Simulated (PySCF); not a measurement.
Computed shifts of a molecule CH₆ClFSi₂, PBE/pcSseg-1 (PySCF), GIAO, gas phase, atoms alike by connectivity averaged where their shifts nearly agree, in ppm (number of nuclei): ²⁹Si: 8.8 (1), -5.0 (1). ¹⁹F: -238.0 (1). ¹³C: 5.1 (1). ¹H: 5.79 (1), 5.74 (2), 5.70 (1), 1.45 (1), 0.53 (1). References: ²⁹Si against TMS (σ = 335.4 ppm); ¹⁹F against CFCl3 (σ = 133.6 ppm); ¹³C against TMS (σ = 182.0 ppm); ³⁵Cl against HCl (σ = 936.5 ppm); ¹H against TMS (σ = 31.49 ppm), references at their B3LYP-D3(BJ)/def2-TZVP geometries, non-relativistic (without spin–orbit terms, shifts of atoms bonded to Cl or Br come out too high). The structure is a stationary point at PBE0-D3(BJ)/def2-SVP. One conformer was computed; it need not be the lowest.

**Question.** Pick the molecule that these values belong to.
(A) C[SiH2][Si@@H](F)Cl
(B) F[SiH2]C[SiH2]Cl
(C) C[Si@@H](Cl)[SiH2]F
(D) F[Si@H](Cl)C[SiH3]

**Answer.** B, F[SiH2]C[SiH2]Cl
